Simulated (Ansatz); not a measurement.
Gas-phase electronic energies from Ansatz, PBE0-D4/def2-TZVP geometries. CBS: MP2 limit from def2 TZ/QZ plus the TZ coupled-cluster correction, frozen cores. DFT in def2-TZVPP. For Br outer-core shells are correlated without core-valence functions, which leaves a few kJ/mol of doubt a bond. Scalar relativity is left out up to krypton. One conformer a species, not always the lowest.

Consider the formal exchange of groups at the Si–O bond: `CO[Si]Br` + `CC(F)S` → `F[Si]Br` + `COC(C)S`.

```json
{"level": "ωB97M-V", "ΔE (kJ/mol)": "-33.0"}
{"level": "PBE0", "ΔE (kJ/mol)": "-30.9"}
{"level": "r2SCANh", "ΔE (kJ/mol)": "-31.0"}
{"level": "r2SCAN0", "ΔE (kJ/mol)": "-31.4"}
```

(1) What does CCSD(T)/CBS give? (An estimate is asked.)

Largest T1 diagnostic among the species: 0.012.

Results:

(1) The calculation gave: -36.6 kJ/mol. The listed levels differ from it by 3.6, 5.7, 5.6, 5.2 kJ/mol.

Leaving LDA and LC-ωPBE aside and taking each functional with its dispersion term where it has one, the values, not all of them listed here, spread over 4.9 kJ/mol, from B97M-V to BHLYP-D4. LDA lies −3.4 kJ/mol from PBE without D4. In def2-TZVPP, CCSD(T) changes the Hartree–Fock value by −9.1 kJ/mol (the triples alone add −0.8 kJ/mol) and MP2 by −11.7 kJ/mol.
